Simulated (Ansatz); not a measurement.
Wavefunction ladder for BrClFHOSn, SMILES `[OH][Sn]([F])([Cl])[Br]`

```json
{"atom": "O1", "x (Å)": "-1.204", "y (Å)": "0.630", "z (Å)": "0.850"}
{"atom": "Sn2", "x (Å)": "0.357", "y (Å)": "-0.056", "z (Å)": "-0.053"}
{"atom": "F3", "x (Å)": "0.897", "y (Å)": "1.218", "z (Å)": "-1.353"}
{"atom": "Cl4", "x (Å)": "2.034", "y (Å)": "-0.222", "z (Å)": "1.479"}
{"atom": "Br5", "x (Å)": "-0.078", "y (Å)": "-2.134", "z (Å)": "-1.246"}
{"atom": "H6", "x (Å)": "-2.006", "y (Å)": "0.564", "z (Å)": "0.322"}
```

Charge 0, multiplicity 1. Correlated methods include outer-core shells of Br, Sn, which these sets cover unevenly. Scalar relativity is left out up to krypton. Sn: def2 effective core potential. Geometry: relaxed with PBE0-D4/def2-TZVP. It is one conformer, not always the lowest. Frozen core, restricted reference, the Gaussian-basis code of Ansatz.

```json
{"basis": "def2-SVP", "HF (Eh)": "-3419.67309", "MP2 corr.": "-0.84178", "CCSD corr.": "-0.86005", "(T)": "-0.01854", "CCSD(T) total": "-3420.55168"}
{"basis": "def2-TZVPP", "HF (Eh)": "-3420.39654", "MP2 corr.": "-1.26415", "CCSD corr.": "-1.27284", "(T)": "-0.04485", "CCSD(T) total": "-3421.71423"}
{"basis": "def2-QZVPP", "HF (Eh)": "-3420.47125", "MP2 corr.": "-1.86182", "CCSD corr.": "–", "(T)": "–", "CCSD(T) total": "–"}
```
